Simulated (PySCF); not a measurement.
Isomers C$_{7}$H$_{7}$O$_{2}$P:

A. SMILES COC(=O)c1cccpc1
B. `COC(=O)c1ccccp1`
C. SMILES C=Cc1oc(C=O)c(C)p1
D. `C=Cc1pcoc1C(C)=O`

Spectrum 1. $^{1}$H NMR (300 MHz, computed): δ 10.26 (m, 1H), 7.18 (m, 1H), 6.50 (m, 1H), 5.70 (m, 1H), 2.93 (m, 3H). $^{13}$C{$^{1}$H} NMR (computed): δ 203.8 (C), 183.5 (CH), 168.5 (C), 158.6 (C), 136.9 (CH), 123.5 (CH2), 18.9 (CH3).

Spectrum 2. $^{1}$H NMR (300 MHz, computed): δ 10.18 (m, 1H), 9.43 (m, 1H), 8.83 (m, 1H), 8.39 (m, 1H), 4.20 (s, 3H). $^{13}$C{$^{1}$H} NMR (computed): δ 173.2 (C), 170.6 (CH), 166.9 (CH), 139.3 (CH), 137.7 (CH), 137.6 (C), 54.7 (CH3).

Spectrum 3. $^{1}$H NMR (300 MHz, computed): δ 8.79 (m, 1H), 8.78 (m, 1H), 6.79 (m, 1H), 5.93 (m, 1H), 2.61 (s, 3H). $^{13}$C{$^{1}$H} NMR (computed): δ 192.5 (C), 191.1 (CH), 162.8 (C), 157.3 (C), 139.3 (CH), 130.4 (CH2), 31.8 (CH3).

Spectrum 4. $^{1}$H NMR (300 MHz, computed): δ 9.29 (m, 1H), 9.03 (m, 1H), 8.21 (m, 1H), 7.93 (m, 1H), 4.14 (s, 3H). $^{13}$C{$^{1}$H} NMR (computed): δ 173.4 (C), 167.5 (CH), 166.3 (C), 142.2 (CH), 141.3 (CH), 134.2 (CH), 53.5 (CH3).

How the numbers were obtained: GFN2-xTB geometry, shieldings: GIAO PBE0/pcSseg-1, in PySCF 2.14 (one averaged value for each set of equivalent atoms, isolated molecule, no relativistic terms, one conformer).

δ = σ(ref) − σ, references computed at the same level: $^{1}$H and $^{13}$C against TMS. Splittings of carbon signals by F and P are missing where no couplings were computed. Where no couplings were computed, multiplicities follow the n + 1 count of equivalent neighbours, and m marks all less simple cases (inequivalent or close neighbours, rings, F or P nearby). Shifts are as computed. Against solution values, carbons near 30 ppm lie about +3 ppm off and those near 130 ppm about +5 ppm. Of 1211 compounds with measured shifts, 218 miss one by over three times the rms of a fit or turn the order of signals round; such compounds aren't used in these exercises.

**Question.** Match each spectrum to its structure.

**Answer.** 1–C, 2–A, 3–D, 4–B.

- Spectrum 1 (C): 7 $^{13}$C signals; δC 183.5 is an aldehyde carbonyl carbon; δC 136.9 is an alkene CH.
- Spectrum 2 (A): 7 $^{13}$C signals; δC 173.2 is an ester carbonyl carbon; δC 139.3 is an aromatic CH.
- Spectrum 3 (D): 7 $^{13}$C signals; δC 192.5 is a ketone carbonyl carbon; δC 139.3 is an alkene CH.
- Spectrum 4 (B): 7 $^{13}$C signals; δC 173.4 is an ester carbonyl carbon; δC 134.2 is an aromatic CH.
